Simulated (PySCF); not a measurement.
Compound: C7H15B.
Cartesian coordinates in Å at the PBE0-D3(BJ)/def2-SVP level; atoms count from 1:
```xyz
23
C7H15B angstrom
C     -0.4625    1.9484   -0.6133
C     -0.2100    1.0221    0.5936
B      1.2431    1.3826    1.0775
C      2.4543    0.4939    0.6499
C      2.1079   -0.9466    0.2730
C      0.7965   -1.0460   -0.4984
C     -0.3924   -0.4786    0.2820
C     -1.7172   -0.7994   -0.3998
H     -1.5057    1.8867   -0.9596
H     -0.2677    3.0016   -0.3565
H      0.1822    1.6978   -1.4705
H     -0.9397    1.3165    1.3703
H      1.4315    2.4304    1.6644
H      2.8068    1.0451   -0.2524
H      3.3065    0.5587    1.3455
H      2.9236   -1.4121   -0.3049
H      2.0162   -1.5465    1.1960
H      0.8899   -0.5177   -1.4658
H      0.5948   -2.0999   -0.7537
H     -0.3976   -0.9969    1.2600
H     -1.7474   -0.4139   -1.4314
H     -1.8803   -1.8872   -0.4540
H     -2.5678   -0.3599    0.1458
```

The closed-shell ground state was solved at several levels (PySCF, density fitting, gas phase, non-relativistic).

```
            level  basis functions  total energy (Eh)  HOMO (eV)  LUMO (eV)  gap (eV)  dipole (D)
    PBE0/pcSseg-1              211          -300.2102      -7.72      -0.70      7.02        0.39
wB97X-D/def2-SVPD              280          -300.3341      -9.58       1.17     10.75        0.39
```

What might wB97X-D/pcSseg-1 (211 basis functions) give for the same quantities?

Total energy -300.4928 Eh, HOMO -9.60 eV, LUMO 1.20 eV, gap 10.80 eV, dipole 0.36 D.

Over all these levels, which gives the widest orbital gap and which the narrowest?

wB97X-D/pcSseg-1 (range-separated hybrid) has the widest, 10.80 eV, and PBE0/pcSseg-1 (global hybrid, 25 % exact exchange) the narrowest, 7.02 eV. The two share the basis. From the narrowest to the widest the HOMO moves by -1.88 eV and the LUMO by +1.90 eV.

How far do the dipole and the HOMO energy spread over the levels?

The dipole runs from 0.36 to 0.39 D (mean 0.38 D) and the HOMO from -9.60 to -7.72 eV.

One conformer stands for the species.

The pairwise dispersion term of wB97X-D wasn't added to the energies; at a given geometry it leaves orbitals and properties as they are.
